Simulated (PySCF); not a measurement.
# Te (tellurium, neutral): UHF calculation

Configuration: [Kr] 4d10 5s2 5p3 5d1, high-spin 5D determinant (an excited configuration). Computed with PySCF 2.14 in aug-cc-pVQZ-PP with ECP28MDF, with a scalar-relativistic core potential.

* Total energy: -266.781204 hartree
* One-electron energy: -463.9055 hartree
* Hartree (Coulomb) energy: 216.8421 hartree
* Exchange energy: -19.7178 hartree
* ⟨S²⟩: 6.0022
* ⟨L²⟩: 6.039
* Sum of ⟨r⟩: 33.00 bohr
* Sum of ⟨r²⟩: 75.69 bohr²
* Traceless quadrupole moment −½Σ⟨3z² − r²⟩ along its main axis: 7.70 e·bohr²

```tsv
shell	electrons	mean orbital energy (eV)	spread (eV)	rms radius, mean of both spins (bohr)
4s α	1	-197.53	0	0.820
4s β	1	-196.97	0	0.820
4p α	3	-142.16	0.027	0.882
4p β	3	-141.59	0.068	0.882
4d α	5	-56.542	0.119	1.04
4d β	5	-56.063	0.092	1.04
5s α	1	-25.983	0	2.23
5s β	1	-18.842	0	2.23
5p α	3	-13.379	0.079	2.72
5d α	1	-1.717	0	5.18
```

Energies and moments cover only the electrons outside the core potential. The outer electron is Rydberg-like, and this basis confines it to a smaller radius and binds it less than a complete one would.
